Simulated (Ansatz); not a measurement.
Basis-set series for BrCuH$_{2}$O (`[OH2+][Cu-][Br]`). Charge 0, multiplicity 1. All single points use the PBE0-D4/def2-TZVP geometry. It is one conformer, not always the lowest.

| functional | basis | functions | energy (Eh) | HOMO (eV) | LUMO (eV) |
| --- | --- | --- | --- | --- | --- |
| PBE0-D4 | def2-SVP | 87 | -4289.94918 | -6.05 | -1.00 |
| PBE0-D4 | def2-TZVPP | 171 | -4290.60422 | -6.51 | -1.37 |
| ωB97M-V | def2-SVP | 87 | -4290.31041 | -8.27 | 0.40 |
| ωB97M-V | def2-TZVPP | 171 | -4290.96592 | -8.76 | 0.12 |

Task: Give the rows for def2-QZVPP. (An estimate is asked.)

Result: Ansatz gave: 
```tsv
functional	basis	functions	energy (Eh)	HOMO (eV)	LUMO (eV)
PBE0-D4	def2-QZVPP	306	-4290.70424	-6.56	-1.63
ωB97M-V	def2-QZVPP	306	-4291.06283	-8.81	-0.46
```

Positive LUMOs are unbound and depend on the basis. Scalar relativity is left out up to krypton.
